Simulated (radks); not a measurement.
Results of a calculation; reference values are marked as such.
The ruthenium ion Ru2+, 42 electrons, occupied as [Ar] 3d10 4s2 4p5.5 4d6.5 (fractional occupations, a model configuration). Level of theory: scalar-relativistic Kohn-Sham, revPBE, spin-unpolarised, spherical densities, finite nucleus; Fermi nuclear charge, rms radius 4.4809 fm (a radial shooting solver on a logarithmic mesh with Libxc functionals).

Normalised radial functions P(r) = r R(r), r in bohr:

r             2p       4d
0.004208  0.0438   0.0001
0.00486   0.0566   0.0001
0.005658  0.0742   0.0001
0.006534  0.0956   0.0002
0.007546  0.1231   0.0003
0.008715  0.1580   0.0004
0.01006   0.2022   0.0006
0.01162   0.2578   0.0010
0.01342   0.3272   0.0014
0.01563   0.4185   0.0022
0.01805   0.5250   0.0032
0.02084   0.6537   0.0047
0.02407   0.8070   0.0069
0.0278    0.9864   0.0101
0.03211   1.1919   0.0145
0.03708   1.4212   0.0208
0.04317   1.6832   0.0300
0.04985   1.9404   0.0421
0.05757   2.1921   0.0583
0.06649   2.4200   0.0795
0.07679   2.6018   0.1066
0.08868   2.7140   0.1404
0.1024    2.7349   0.1810
0.1192    2.6417   0.2304
0.1377    2.4408   0.2814
0.159     2.1425   0.3325
0.1837    1.7743   0.3784
0.2121    1.3758   0.4118
0.2449    0.9901   0.4240
0.2829    0.6547   0.4062
0.3293    0.3810   0.3468
0.3803    0.2038   0.2480
0.4392    0.0962   0.1089
0.5073    0.0394  -0.0632
0.5858    0.0137  -0.2549
0.6766    0.0040  -0.4484
0.7814    0.0009  -0.6238
0.9096    0.0002  -0.7672
1.051     0.0000  -0.8476
1.213     0.0000  -0.8679
1.401     0.0000  -0.8319
1.618     0.0000  -0.7507
1.869     0.0000  -0.6392
2.158     0.0000  -0.5131
2.512     0.0000  -0.3803
2.902     0.0000  -0.2672
3.351     0.0000  -0.1743
3.87      0.0000  -0.1043
4.469     0.0000  -0.0561
5.162     0.0000  -0.0266
5.961     0.0000  -0.0109
6.94      0.0000  -0.0035
8.015     0.0000  -0.0010
9.256     0.0000  -0.0002
10.69     0.0000  0.0000

2p: eigenvalue -2846.5 eV, 0 radial nodes, <r> = 0.127 bohr, 90 % of the charge inside 0.207 bohr. 4d: eigenvalue -24.574 eV, 1 radial node at r = 0.482 bohr, <r> = 1.51 bohr, 90 % of the charge inside 2.37 bohr.
